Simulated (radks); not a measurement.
Spherical quantum dot in the effective-mass picture: electrons in a parabolic well V = omega^2 r^2 / 2 with omega = 0.108, with a point charge +1 (a donor) at the centre, all in effective atomic units (hartree* = m*/eps^2 hartree, bohr* = eps/m* bohr), one dielectric constant everywhere. Calculated with a radial shooting solver with Libxc functionals: non-relativistic Kohn-Sham, LDA (Slater exchange, Perdew-Wang correlation), spin-polarised, spherical densities. Levels are named by radial order and angular momentum (1s, 1p, 1d, 2s, ...), and open shells are averaged over m. Results are scaled to m* = 0.18 and eps = 14, for which hartree* = 24.99 meV and bohr* = 4.116 nm.

N = 21, configuration 1s2 1p6 1d10 2s2 1f(up 1, down 0). This is the lowest configuration that the search found. Occupied levels:

level    occupation  eigenvalue (meV)  <r> (nm)
1s up             1            58.228     13.00
1s down           1            58.229     12.76
2s up             1            59.545     33.18
2s down           1            59.593     33.28
1p up             3            59.629     36.18
1p down           3            59.681     36.03
1d up             5            60.366     39.10
1d down           5            60.425     39.05
1f up             1            61.274     41.39

Energy (meV): total 704.896, kinetic 41.961, external 159.58, Hartree 575.48, exchange-correlation -72.122.
